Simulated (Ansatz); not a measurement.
H$_{2}$FNSi (SMILES N[Si]F), singlet, geometry from GFN2-xTB, with bond 4-3 at 1.8 times its length; SC-NEVPT2/def2-SVP, CASSCF(6,6) (Ansatz, a program for electronic structure).

The Ansatz input:
Ansatz 0.2 input:
```yaml
crystal:
  periodic: [false, false, false]
  atoms:
    - {symbol: Si, position_ang: [-0.36987679, 0.14038541, 0.52982896]}
    - {symbol: F, position_ang: [0.84303482, 1.01948402, -0.15708767]}
    - {symbol: N, position_ang: [-0.27552124, -1.14468521, -0.58510570]}
    - {symbol: H, position_ang: [0.91051030, -1.18936315, -1.96602414]}
    - {symbol: H, position_ang: [-0.86377480, -1.95844905, -0.55579390]}
basis:
  gaussian:
    orbitals: def2-SVP
magnetization: {spin_polarized: false}
correlation: {method: sc_nevpt2, electrons: all, active_space: {window: {electrons: 6, orbitals: 6}}}
```

What the program printed (banner, timings and long lists left out):

```
Functional definition: HF
542 factors; integrals over basis functions are off by at most 7.8e-4 eV
mean field evaluation 1: about -12069.1194 eV, gradient 3.8e1 eV
mean field evaluation 2: about -12069.1207 eV, gradient 3.8e1 eV
mean field evaluation 4: about -12072.5461 eV, gradient 3.3e0 eV
mean field evaluation 8: about -12072.6101 eV, gradient 4.3e-1 eV
mean field -12072.61231257 eV, -443.6603193763 hartree, gradient 1.7e-6 eV, S^2 0.000000; 0 other end points of the search recorded, 0 dependent functions left out; unrestricted orbitals would lower it
reference -12072.61231257 eV, -443.6603193763 hartree; 16, 16 occupied and 40, 40 virtual orbitals, 542 factors
state -12075.60962876 eV, -443.7704687147 hartree
state -12075.60962876 eV, -443.7704687147 hartree; corrected -12085.41146427 eV, -444.1306795257 hartree
state -12075.26363135 eV, -443.7577535443 hartree
state -12075.26363135 eV, -443.7577535443 hartree; corrected -12085.71289508 eV, -444.1417569038 hartree
state -12075.26363135 eV, -443.7577535443 hartree; corrected -12085.71289508 eV, -444.1417569038 hartree
the orbitals are reached from a further start. From the first start the search ends at -12075.60960930 eV, -443.7704679995 hartree
WARN: the results are in doubt because another end's mean lies 0.346 eV lower, and its corrected mean 0.301 eV higher
Total energy: -12085.71289508 eV, -444.1417569038 hartree
In doubt: another end's mean lies 0.346 eV lower, and its corrected mean 0.301 eV higher
```
